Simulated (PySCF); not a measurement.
This PySCF input asks for the NMR shieldings of `B[SiH2][Si@@H](B)C(F)(F)F`, CH₇B₂F₃Si₂; the geometry comes from GFN2-xTB.

```python
import basis_set_exchange as bse
import numpy as np
from pyscf import gto, dft
from pyscf.prop import nmr

atoms = """
B     1.587569   -1.995239    0.278915
Si    1.413891   -0.182685    0.956375
Si   -0.749904    0.667319    0.436496
B    -0.762063    2.506375   -0.148930
C    -1.277692   -0.527911   -1.030359
F    -1.265690   -1.837677   -0.680073
F    -0.437513   -0.430108   -2.089223
F    -2.512992   -0.289682   -1.516405
H     1.241084   -2.916993    0.909060
H     2.011838   -2.203582   -0.790316
H     1.515424    0.038566    2.412192
H     2.354200    0.830151    0.431794
H    -1.711262    0.174402    1.441743
H    -0.867770    3.374500    0.626943
H    -0.543534    2.800553   -1.260126
"""
names = dict.fromkeys(["B", "Si", "C", "F", "H"], "pcSseg-1")
basis = {el: gto.basis.parse(bse.get_basis(n, elements=[el], fmt="nwchem")) for el, n in names.items()}
mol = gto.M(atom=atoms, basis=basis, charge=0, verbose=0)
mf = dft.RKS(mol, xc="PBE0")
mf.grids.level = 2
mf.grids.alignment = dft.numint.BLKSIZE   # the property module wants whole blocks of grid points
mf.conv_tol = 1e-9
mf.kernel()

calc = nmr.RKS(mf)   # GIAO
C = mf.mo_coeff
Co = C[:, mf.mo_occ > 0]
resp = mf.gen_response(singlet=True, hermi=2)
def vind(x):   # induced exchange potential for any number of trial vectors
    d = np.einsum("pi,xij,qj->xpq", C, 2 * x.reshape(-1, C.shape[1], Co.shape[1]), Co, optimize=True)
    return np.einsum("xpq,pi,qj->xij", resp(d - d.transpose(0, 2, 1)), C, Co, optimize=True).ravel()
mo1, _ = nmr.rhf.solve_mo1(calc, with_cphf=vind)
sigma = calc.kernel(mo1)
for i, s in enumerate(sigma):   # ppm
    print("%2d %-2s %9.2f" % (i, mol.atom_pure_symbol(i), np.trace(s) / 3))
```

**Question.** What does it print?

**Answer.** 
```
 0 B     -11.89
 1 Si    482.12
 2 Si    410.30
 3 B     -11.44
 4 C      42.40
 5 F     231.53
 6 F     234.31
 7 F     239.25
 8 H      21.27
 9 H      21.23
10 H      28.02
11 H      28.12
12 H      27.12
13 H      21.43
14 H      21.09
```

These numbers come from an equivalent density-fitted implementation of the same equations, which agrees with the script to about 0.01 ppm for H and up to a few tenths of a ppm for heavy atoms, so last digits may differ.

Size and cost of the density-fitted run: 185 basis functions, 30 s wall time on 1 thread of an Arm Neoverse V1, shared host; peak memory 0.83 GiB.
